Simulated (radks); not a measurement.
Results of a calculation; reference values are marked as such.
Isoelectronic series with 9 electrons, each ion in its NIST ground configuration. Code: a radial shooting solver on a logarithmic mesh with Libxc functionals. Model: non-relativistic Kohn-Sham, BLYP, spin-polarised, spherical densities, point nucleus; open shells are filled with parallel spins first. Total energies (hartree) and orbital eigenvalues (eV):

ion    configuration  E (hartree)    2p down      2p up    2s down
F       [He] 2s2 2p5    -99.75809   -10.2409   -11.8726   -28.7538
Ne+     [He] 2s2 2p5   -128.16456   -31.2017   -33.2436   -54.2769
Mg3+    [He] 2s2 2p5   -196.28556   -94.7327   -97.5879  -127.1036
Al4+    [He] 2s2 2p5   -235.98657  -136.9732  -140.2300  -174.0287
Si5+    [He] 2s2 2p5   -279.44385  -186.1163  -189.7721  -227.8684
P6+     [He] 2s2 2p5   -326.65575  -242.1334  -246.1863  -288.5897
S7+     [He] 2s2 2p5   -377.62119  -305.0064  -309.4545  -356.1718
Cl8+    [He] 2s2 2p5   -432.33939  -374.7229  -379.5650  -430.6007
Ar9+    [He] 2s2 2p5   -490.80980  -451.2741  -456.5091  -511.8667
K10+    [He] 2s2 2p5   -553.03200  -534.6540  -540.2808  -599.9627
Ca11+   [He] 2s2 2p5   -619.00567  -624.8575  -630.8754  -694.8836
Sc12+   [He] 2s2 2p5   -688.73057  -721.8813  -728.2896  -796.6254
Ti13+   [He] 2s2 2p5   -762.20650  -825.7224  -832.5205  -905.1850
V14+    [He] 2s2 2p5   -839.43332  -936.3786  -943.5659  -1020.560
Cr15+   [He] 2s2 2p5   -920.41089  -1053.848  -1061.424  -1142.749
Mn16+   [He] 2s2 2p5  -1005.13911  -1178.130  -1186.094  -1271.749
Fe17+   [He] 2s2 2p5  -1093.61790  -1309.222  -1317.574  -1407.560
Co18+   [He] 2s2 2p5  -1185.84718  -1447.123  -1455.864  -1550.181
Ni19+   [He] 2s2 2p5  -1281.82691  -1591.834  -1600.962  -1699.611
Cu20+   [He] 2s2 2p5  -1381.55702  -1743.353  -1752.868  -1855.849
Zn21+   [He] 2s2 2p5  -1485.03748  -1901.679  -1911.581  -2018.895
Ga22+   [He] 2s2 2p5  -1592.26824  -2066.813  -2077.101  -2188.747
